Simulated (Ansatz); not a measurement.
Computed with Ansatz on PBE0-D4/def2-TZVP structures; ΔE is electronic, products minus reactants. CCSD(T)/CBS is the MP2 limit (def2-TZVPP, def2-QZVPP) plus CCSD(T) − MP2 in def2-TZVPP, frozen cores. Functionals use def2-TZVPP. For Se outer-core shells are correlated without core-valence functions, which leaves a few kJ/mol of doubt a bond. Scalar relativity is left out up to krypton. One conformer a species, not always the lowest.

`OC(F)[SiH2][SiH3]` + `NB[SeH]` → `[SiH3]NB[SeH]` + `OC(F)[SiH3]`  (cleavage of the Si–Si bond)

CCSD(T)/CBS gives -9.9 kcal/mol.

Problem. Another level gave -10.1 kcal/mol. Which?
A. ωB97X-V/def2-TZVPP
B. MP2/def2-TZVPP
C. CCSD(T)/def2-TZVPP
D. PBE0/def2-TZVPP

Solution. C. CCSD(T)/def2-TZVPP -10.1, MP2/def2-TZVPP -11.8, ωB97X-V -8.8, PBE0 -6.1 kcal/mol.

Largest T1 diagnostic among the species: 0.013.

From PBE to PBE0 (25 % exact exchange), in def2-TZVPP and without D4, ΔE moves by −1.3 kcal/mol. In def2-TZVPP, CCSD(T) changes the Hartree–Fock value by +3.5 kcal/mol (the triples alone add +0.4 kcal/mol) and MP2 by +1.8 kcal/mol.
